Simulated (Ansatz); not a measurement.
Geometry optimisation, RHF/def2-SVP (Ansatz).

The input (input.yaml):

```yaml
crystal:
  periodic: [false, false, false]
  atoms:
    - { symbol: Mo, position_ang: [-0.079389, -0.055926, -0.011002] }
    - { symbol: Cl, position_ang: [-0.090044, -0.004975, 2.2922] }
    - { symbol: Cl, position_ang: [2.117069, -0.585703, -0.214345] }
    - { symbol: Cl, position_ang: [-0.608381, 2.145113, -0.00329] }
    - { symbol: Cl, position_ang: [-2.38566, -0.342051, -0.238699] }
    - { symbol: F, position_ang: [-0.28482, -1.867818, 0.08364] }
    - { symbol: F, position_ang: [0.03351, 0.103678, -1.815567] }
    - { symbol: F, position_ang: [1.907555, 1.847375, 1.183484] }
    - { symbol: H, position_ang: [1.759859, 1.768806, 2.07588] }
basis:
  gaussian: { orbitals: def2-SVP }
hamiltonian:
  xc: hf
relax:
  f_tol: 0.03
  max_steps: 50
output:
  orbitals: {}
```

Run as:

```bash
$ ansatz run input.yaml --threads 4 --pin off --max-ram 5120MiB --backend cpu --events-out ev --progress --plain --runs-dir out
```

Q: Where does it end, and by what steps?

A: The run converged. The force dipped under the threshold on the way, but the program's further checks kept it going. After 27 steps the energy has fallen by 0.547 eV; H9 moved furthest, 1.10 Å.

| step | energy less start (eV) | largest force component (eV/Å) | accepted |
| --- | --- | --- | --- |
| 0 | 0.0000 | 0.654 | yes |
| 1 | -0.1860 | 1.043 | yes |
| 2 | -0.3297 | 1.364 | yes |
| 3 | -0.4163 | 0.884 | yes |
| 4 | -0.4707 | 0.418 | yes |
| 5 | -0.5001 | 0.420 | yes |
| 6 | -0.5154 | 0.230 | yes |
| 7 | -0.5276 | 0.797 | yes |
| 8 | -0.5415 | 0.136 | yes |
| 9 | -0.5443 | 0.112 | yes |
| 10 | -0.5437 | 0.382 | no |
| 11 | -0.5452 | 0.048 | yes |
| 12 | -0.5372 | 1.034 | no |
| 13 | -0.5459 | 0.008 | yes |
| 14 | -0.5454 | 0.322 | no |
| 15 | -0.5461 | 0.067 | yes |
| 16 | -0.5459 | 0.133 | no |
| 17 | -0.5462 | 0.029 | yes |
| 18 | -0.5463 | 0.029 | yes |
| 19 | -0.5464 | 0.056 | yes |
| 20 | -0.5464 | 0.141 | yes |
| 21 | -0.5467 | 0.057 | yes |
| 22 | -0.5469 | 0.088 | yes |
| 23 | -0.5469 | 0.093 | yes |
| 24 | -0.5424 | 0.667 | no |
| 25 | -0.5469 | 0.094 | yes |
| 26 | -0.5468 | 0.166 | no |
| 27 | -0.5472 | 0.017 | yes |

```xyz
9
Properties=species:S:1:pos:R:3
Mo -0.335 -0.260 -0.219
Cl -0.234 -0.148 2.043
Cl 1.935 -0.354 -0.386
Cl -0.373 1.976 -0.458
Cl -2.622 -0.359 -0.169
F -0.343 -2.078 -0.116
F -0.421 -0.452 -2.025
F 2.218 2.499 1.951
H 2.544 2.186 2.731
```

Whether the end is a true minimum wasn't checked by a vibrational analysis.

Run time: 80 s on 4 threads of Arm Neoverse V2, with other jobs on the host, peak memory 0.55 GiB.
